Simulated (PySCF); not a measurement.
Al(F)2(NH2) (AlF2H2N), SMILES [NH2][Al]([F])[F]. Heavy atoms are numbered as in [Al:1]([F:2])([F:3])[NH2:4]. Hydrogens are named by the atom that carries them.

Coordinates come from a PBE0-D3(BJ)/def2-SVP optimisation. Other conformers were not sampled.

Method: r2SCAN/def2-TZVPD (PySCF).

Mulliken values depend strongly on the basis, most of all with diffuse functions as here. Atomic charges (e), one atom of each kind:

```tsv
atom	Mulliken	meta-Löwdin
Al1	0.65	1.38
F2	-0.35	-0.55
N4 (NH2)	-0.34	-0.77
H on N4	0.20	0.25
```
